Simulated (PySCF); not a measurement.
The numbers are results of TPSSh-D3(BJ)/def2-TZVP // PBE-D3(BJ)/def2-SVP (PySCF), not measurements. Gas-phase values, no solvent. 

Reference species: [Nb(Cl)4(F)] (neutral, multiplicity 1).

```yaml
LUMO: -4.56 eV
HOMO: -8.69 eV
coordination_number: 5
HOMO–LUMO gap: 4.13 eV
```

Changed species: [Nb(F)5] (5 of 5 Cl replaced by F; the reference has 1 of 5 Cl replaced by F).

Problem. Give the shifts of the LUMO, HOMO, coordination number and HOMO–LUMO gap.

Solution. the LUMO increases by 0.52 eV, to -4.04 eV; the HOMO drops by 2.48 eV, to -11.17 eV; the coordination number stays essentially unchanged; the HOMO–LUMO gap increases by 3.00 eV, to 7.13 eV.
